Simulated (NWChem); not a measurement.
System: GaP, triplet; SMILES [P]=[Ga]

Parts of the log:

```
             Northwest Computational Chemistry Package (NWChem) 7.3.0
             --------------------------------------------------------

 ORDER OF PRIMARY AXIS IS BEING SET TO 4
 C4V symmetry detected

                             Geometry "geometry" -> ""
                             -------------------------

 Output coordinates in angstroms (scale by  1.889725989 to convert to a.u.)

  No.       Tag          Charge          X              Y              Z
 ---- ---------------- ---------- -------------- -------------- --------------
    1 Ga                  31.0000     0.00000000     0.00000000    -0.80898261
    2 P                   15.0000     0.00000000     0.00000000     1.67189739

 Effective nuclear repulsion energy (a.u.)      99.1855393187

      Symmetry information
      --------------------

 Group name             C4v
 Group number             18
 Group order               8
 No. of unique centers     2

                                Z-matrix (autoz)
                                --------

 Units are Angstrom for bonds and degrees for angles

      Type          Name      I     J     K     L     M      Value
      ----------- --------  ----- ----- ----- ----- ----- ----------
    1 Stretch                  1     2                       2.48088

  pbe96 is a nonlocal functional; adding pw91lda local functional.

                           NWChem Geometry Optimization
                           ----------------------------

 maximum gradient threshold         (gmax) =   0.000450
 rms gradient threshold             (grms) =   0.000300
 maximum cartesian step threshold   (xmax) =   0.001800
 rms cartesian step threshold       (xrms) =   0.001200
 fixed trust radius                (trust) =   0.300000
 source of zmatrix                         =   autoz

          -------------------
          Energy Minimization
          -------------------

 Using diagonal initial Hessian
 Scaling for Hessian diagonals: bonds = 1.00  angles = 0.25  torsions = 0.10

          --------
          Step   0

                                 NWChem DFT Module
                                 -----------------

[...]

      ----------------------
      Optimization converged
      ----------------------

  Step       Energy      Delta E   Gmax     Grms     Xrms     Xmax
  ---- ---------------- -------- -------- -------- -------- --------
@    1   -2265.33945910 -4.1D-07  0.00004  0.00004  0.00001  0.00002
                                     ok       ok       ok       ok

                                Z-matrix (autoz)
                                --------

 Units are Angstrom for bonds and degrees for angles

      Type          Name      I     J     K     L     M      Value     Gradient
      ----------- --------  ----- ----- ----- ----- ----- ---------- ----------
    1 Stretch                  1     2                       2.48086   -0.00004

                         Geometry "geometry" -> "geometry"
                         ---------------------------------

 Output coordinates in angstroms (scale by  1.889725989 to convert to a.u.)

  No.       Tag          Charge          X              Y              Z
 ---- ---------------- ---------- -------------- -------------- --------------
    1 Ga                  31.0000     0.00000000     0.00000000    -0.80897198
    2 P                   15.0000     0.00000000     0.00000000     1.67188676

 Effective nuclear repulsion energy (a.u.)      99.1863891961

      Symmetry information
      --------------------

 Group name             C4v
 Group number             18
 Group order               8
 No. of unique centers     2

                Final and change from initial internal coordinates
                --------------------------------------------------

                                Z-matrix (autoz)
                                --------

 Units are Angstrom for bonds and degrees for angles

[...]

 Rotational Constants
 --------------------
 A=   0.000000 cm-1  (  0.000000 K)
 B=   0.128169 cm-1  (  0.184403 K)
 C=   0.128169 cm-1  (  0.184403 K)

 Temperature                      =   298.15K
 frequency scaling parameter      =   1.0000

 Linear Molecule

 Zero-Point correction to Energy  =    0.409 kcal/mol  (  0.000652 au)
 Thermal correction to Energy     =    2.164 kcal/mol  (  0.003449 au)
 Thermal correction to Enthalpy   =    2.756 kcal/mol  (  0.004392 au)

 Total Entropy                    =   57.855 cal/mol-K
   - Translational                =   39.697 cal/mol-K (mol. weight =  99.8995)
   - Rotational                   =   16.662 cal/mol-K (symmetry #  =        1)
   - Vibrational                  =    1.496 cal/mol-K

 Cv (constant volume heat capacity) =    6.664 cal/mol-K
   - Translational                  =    2.979 cal/mol-K
   - Rotational                     =    1.986 cal/mol-K
   - Vibrational                    =    1.699 cal/mol-K

[normal modes left out]

 ----------------------------------------------------------------------------
 Normal Eigenvalue ||           Projected Infra Red Intensities
  Mode   [cm**-1]  || [atomic units] [(debye/angs)**2] [(KM/mol)] [arbitrary]
 ------ ---------- || -------------- ----------------- ---------- -----------
    1       -0.000 ||    0.000000           0.000         0.000       0.000
    2        0.000 ||    0.000104           0.002         0.101       0.171
    3        0.000 ||    0.000104           0.002         0.101       0.170
    4        0.000 ||    0.000231           0.005         0.225       0.380
    5        0.000 ||    0.000230           0.005         0.225       0.379
    6      286.137 ||    0.035782           0.826        34.882      58.900
 ----------------------------------------------------------------------------
```

Level: PBE/def2-SVP, spin-unrestricted. No stability test was run on the SCF state.

Which NWChem input produces such a log?

One answer among several that fit: the input that was run:
```
start job
memory heap 200 mb stack 900 mb global 1100 mb
geometry units angstroms
  Ga     0.000000     0.000000    -0.842204
  P      0.000000     0.000000     1.638676
end
basis spherical
  * library def2-svp
end
dft
  odft
  mult 3
  xc xpbe96 cpbe96
  iterations 150
end
driver
  maxiter 120
end
task dft optimize
task dft freq
```
